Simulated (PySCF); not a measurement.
Input file for PySCF: R-B3LYP/6-31G* on CH5AlS (SMILES C[S][AlH2]), a point of a torsion scan.

```python
from pyscf import gto, scf, dft, mp
from pyscf.data.elements import chemcore

mol = gto.M(
    atom='''
    C     1.34884399    0.16157110    0.10139194
    S     0.18770025   -1.15043577    0.67442812
    Al   -1.57048445   -0.39046587   -0.39081743
    H     2.00937350   -0.26327233   -0.64781125
    H     1.92437126    0.48066050    0.96381421
    H     0.79784392    1.00951467   -0.31206544
    H    -2.70756512   -1.28564641   -0.90680414
    H    -1.62133381    1.12520767   -0.68434780
    ''',
    basis='6-31g*',
    cart=True,
    charge=0, spin=0, verbose=3, max_memory=1800)
mf = dft.RKS(mol, xc='b3lyp')
mf.conv_tol = 1e-8
mf.max_cycle = 100
mf.kernel()
if not mf.converged:
    mf = mf.newton().run(mf.mo_coeff, mf.mo_occ)
```

### Question
Predict the final total energy.

### Answer
-681.7583 hartree.
